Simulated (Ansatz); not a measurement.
One change: `CC(Cl)[SiH2]Cl` becomes `CC(Cl)CCl`.

Ansatz, PBE0-D4/def2-TZVP geometries, multiplicity 1. Each molecule was computed in one conformer, which needn't be the lowest.

```csv
property,`CC(Cl)[SiH2]Cl`
LUMO energy (PBE0/def2-TZVPP) / eV,0.05
LUMO energy (PBE/def2-TZVPP) / eV,-0.98
LUMO energy (ωB97M-V/def2-TZVPP) / eV,1.99
HOMO energy (PBE0/def2-TZVPP) / eV,-8.21
"ideal-gas entropy at 298 K and 1 bar (rigid rotor, harmonic PBE0-D4/def2-TZVP) / J/(mol·K)",358
HOMO energy (PBE/def2-TZVPP) / eV,-6.90
```

(1) Give the same properties after the change, and the shifts. (Estimate.)

Answers

(1) Ansatz gave: 
```json
{"property": "LUMO energy (PBE0/def2-TZVPP) / eV", "`CC(Cl)CCl`": "0.31", "shift": "0.26"}
{"property": "LUMO energy (PBE/def2-TZVPP) / eV", "`CC(Cl)CCl`": "-0.85", "shift": "0.13"}
{"property": "LUMO energy (ωB97M-V/def2-TZVPP) / eV", "`CC(Cl)CCl`": "2.50", "shift": "0.51"}
{"property": "HOMO energy (PBE0/def2-TZVPP) / eV", "`CC(Cl)CCl`": "-8.53", "shift": "-0.32"}
{"property": "ideal-gas entropy at 298 K and 1 bar (rigid rotor, harmonic PBE0-D4/def2-TZVP) / J/(mol·K)", "`CC(Cl)CCl`": "333", "shift": "-25"}
{"property": "HOMO energy (PBE/def2-TZVPP) / eV", "`CC(Cl)CCl`": "-7.13", "shift": "-0.23"}
```

With PBE0 the HOMO falls by 0.32 eV and the LUMO rises by 0.26 eV, so the gap widens by about 0.58 eV. PBE moves the HOMO by -0.23 eV and ωB97M-V by -0.39 eV.

Positive LUMOs are unbound, so they and the gaps depend on the basis.
